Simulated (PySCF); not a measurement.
**Correlation energy of Be (beryllium, neutral)**

[He] 2s2, closed-shell 1S. All numbers are calculated (PySCF 2.14, scalar relativity by spin-free X2C-1e, in aug-cc-pCVQZ-DK (9s8p6d4f2g, 109 functions)). Frozen: nothing; 4 electrons correlated.

MP2 pair energies summed by pair of shells (mhartree):

```csv
pair,energy,share (%)
1s-1s,-38.63,52.5
2s-2s,-29.67,40.4
1s-2s,-5.23,7.1
```

Total MP2 correlation energy: -73.53 mhartree.

Same-spin part -1.42 and opposite-spin part -72.12 mhartree; SCS-MP2 scales them by 1/3 and 6/5 to -87.01 mhartree.

MP2 falls well short for the outer s pair, which is nearly degenerate with np².
